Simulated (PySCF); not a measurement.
```xyz
4
charge 0 multiplicity 1, angstrom
P     0.0000    0.0000   -0.9771
I     2.2490    0.0000    0.0795
I    -1.1245    1.9477    0.0795
I    -1.1245   -1.9477    0.0795
```

Method: PySCF, B3LYP, basis P def2-TZVP, I def2-TZVP with ECP28 (scalar-relativistic core potentials, no spin–orbit coupling, density fitting).

This geometry of PI₃ is a stationary point at this level.

What is the point group?

C3v.

Is it a minimum?

Yes: all harmonic wavenumbers are real.

Which band is strongest in the infrared?

320 cm⁻¹ (e), 151 km/mol.

Give the atomic charges and bond orders.


```json
{"atom": "P1", "Mulliken": "0.11", "Löwdin": "-0.10", "polar tensor": "1.03", "Mayer order to P1": "–"}
{"atom": "I2,3,4", "Mulliken": "-0.04", "Löwdin": "0.03", "polar tensor": "-0.34", "Mayer order to P1": "1.13"}
```

Give the ideal-gas entropy at 298.15 K and 1 bar by parts.

translation 183.9, rotation 128.2, vibration 64.6, spin 0.0; total 376.8 J/(mol K).
